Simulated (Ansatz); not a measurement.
```yaml
crystal:
  periodic: [false, false, false]
  atoms:
    - {symbol: O, position_ang: [-0.720865, -0.081524, 1.531237]}
    - {symbol: Ta, position_ang: [0.010402, -0.014735, -0.009069]}
    - {symbol: F, position_ang: [1.538023, -1.086757, 0.041152]}
    - {symbol: F, position_ang: [-1.225120, -0.658137, -1.251983]}
    - {symbol: F, position_ang: [0.447461, 1.767454, -0.352738]}
basis:
  gaussian: {orbitals: def2-mTZVP, fitting: {mean_field: def2-universal-jkfit}}
total_charge: 1
magnetization: {spin_polarized: true, initial_magnetization: 1}
hamiltonian: {xc: {name: HF}}
correlation: {method: mp2, frozen_orbitals: {O: 0}}
accuracy: high
```

```sh
$ ansatz run in.yaml --threads 4 --pin off --events-out ev --progress --plain --max-ram 10444MiB
```

(1) How does Ansatz answer? (Best estimate.)

## Answers

(1) The calculation gave: The program refused the input.
```
Functional definition: HF
Error: "frozen_orbitals" has no count for Ta
```
